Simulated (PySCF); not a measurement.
## Working with the constants of KC

UHF-CCSD(T) constants of KC, ⁴Σ⁻ (quartet), unpaired electrons σ ↑, π ↑↑ (PySCF, no relativity, basis sets K pcseg-1, C pcseg-1; masses 38.9637 and 12.0000 u):

| Item | Value |
| --- | --- |
| ωe | 353.0 cm⁻¹ |
| ωexe | 2.2 cm⁻¹ |
| Be | 0.27482 cm⁻¹ |
| αe | 0.00250 cm⁻¹ |
| D (centrifugal) | 6.66e-07 cm⁻¹ |
| De to K + C | 1.73 eV |

Problem. Give the vibrational terms G(v) and spacings up to v = 3.

Solution. G(v) = ωe(v+½) − ωexe(v+½)².

```tsv
v	G(v) (cm⁻¹)	G(v) − G(v−1)	Bv (cm⁻¹)
0	176		0.2736
1	525	349	0.2711
2	869	344	0.2686
3	1209	340	0.2661
```

Problem. How well does the Morse estimate ωe²/(4ωexe) reproduce De, and what is D0?

Solution. It gives 1.76 eV, 101 % of the computed De. D0 = De − G(0) = 1.73 − 0.02 = 1.71 eV.

Correlated steps freeze 6 core orbitals. Correlated levels converge slowly with the basis: in double zeta they bind strong bonds too weakly, by up to about 1 eV, and carry superposition errors of some tenths. The state was picked by a PBE0 search and need not be the measured ground state.
